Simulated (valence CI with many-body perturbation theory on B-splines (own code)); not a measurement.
The numbers below are computed, except where a source is named.
# From CI to CI+MBPT in Ta XXXII

Level of theory: valence CI with perturbative core correlation (CI+MBPT): six valence electrons over a frozen Dirac-Fock core [Kr], a basis of 7 s, 7 p, 8 d, 6 f, 4 g, 1 h functions for each j, with the one-electron correlation potential Σ1, the two-electron term Σ2, the three-electron term Σ3, Breit, model QED; selected CI, second order for the rest, scaled by the run's own slope (own B-spline code, finite nucleus).

The last digits are not significant, and no measured levels were compared; by estimate large intervals hold to a few tenths of a per cent, small ones and those within an open d or f shell to about a per cent. Core correlation moves these levels by up to 7400 cm⁻¹, and in measured spectra 5 to 20 % of such shifts remained as error; rates that hang on mixing are uncertain with them. Among the levels kept, up to 760 cm⁻¹ of a level comes from second order outside the variational space, and about a tenth of that is noise between levels of different J, which matters for small intervals. Only levels of the ground parity were solved; by the run's estimate the other parity begins above the list, which can be wrong where configurations are misplaced.

Each rung adds one term. CI alone is the Dirac-Coulomb CI over the frozen core; QED comes last and gives the full result, which names the levels. Energies are above (4d3/2^4 4d5/2^2) J=4 on the same rung, in cm⁻¹.

Levels are named by their leading jj configuration (3d3/2^4 stands for four electrons in 3d with j = 3/2), which in mixed levels can hold well under half, so a name can repeat and another be missing. Letters in brackets count levels of one name in rising energy.

| Level | CI alone |
| --- | --- |
| (4d3/2^4 4d5/2^2) J=2 | 21608 |
| (4d3/2^4 4d5/2^2) J=0 | 65032 |
| (4d3/2^3 4d5/2^3) J=3 [a] | 103774 |
| (4d3/2^3 4d5/2^3) J=4 [a] | 115423 |
| (4d3/2^3 4d5/2^3) J=1 [a] | 117123 |
| (4d3/2^3 4d5/2^3) J=5 | 142498 |
| (4d3/2^3 4d5/2^3) J=6 | 145749 |
| (4d3/2^3 4d5/2^3) J=2 [a] | 158533 |
| (4d3/2^3 4d5/2^3) J=3 [b] | 162329 |
| (4d3/2^3 4d5/2^3) J=0 | 192504 |
| (4d3/2^3 4d5/2^3) J=2 [b] | 196111 |
| (4d3/2^3 4d5/2^3) J=1 [b] | 198020 |
| (4d3/2^3 4d5/2^3) J=4 [b] | 201441 |
| (4d3/2^3 4d5/2^3) J=3 [c] | 210859 |
| (4d3/2^2 4d5/2^4) J=2 [a] | 232219 |
| (4d3/2^2 4d5/2^4) J=0 [a] | 240662 |

Task: What do these energies become with core correlation, Breit and QED?

Result: (4d3/2^4 4d5/2^2) J=2 20708 (-901); (4d3/2^4 4d5/2^2) J=0 66390 (+1358); (4d3/2^3 4d5/2^3) J=3 [a] 104787 (+1013); (4d3/2^3 4d5/2^3) J=4 [a] 114054 (-1368); (4d3/2^3 4d5/2^3) J=1 [a] 118450 (+1327); (4d3/2^3 4d5/2^3) J=5 137753 (-4745); (4d3/2^3 4d5/2^3) J=6 139735 (-6014); (4d3/2^3 4d5/2^3) J=2 [a] 154378 (-4154); (4d3/2^3 4d5/2^3) J=3 [b] 158534 (-3795); (4d3/2^3 4d5/2^3) J=0 185094 (-7410); (4d3/2^3 4d5/2^3) J=2 [b] 192652 (-3459); (4d3/2^3 4d5/2^3) J=1 [b] 193093 (-4927); (4d3/2^3 4d5/2^3) J=4 [b] 195950 (-5491); (4d3/2^3 4d5/2^3) J=3 [c] 203957 (-6902); (4d3/2^2 4d5/2^4) J=2 [a] 232501 (+281); (4d3/2^2 4d5/2^4) J=0 [a] 242404 (+1742).

Task: How does the ionisation energy move along the ladder, and which term matters most?

Result: CI alone 1257.3, + Σ1 1259.7, + Σ2 1263.7, + Σ3 1263.9, + Breit 1263.5, + QED 1263.6 eV. The largest step is Σ2, 3.9 eV. NIST lists 1262 ± 4 eV (theoretical).
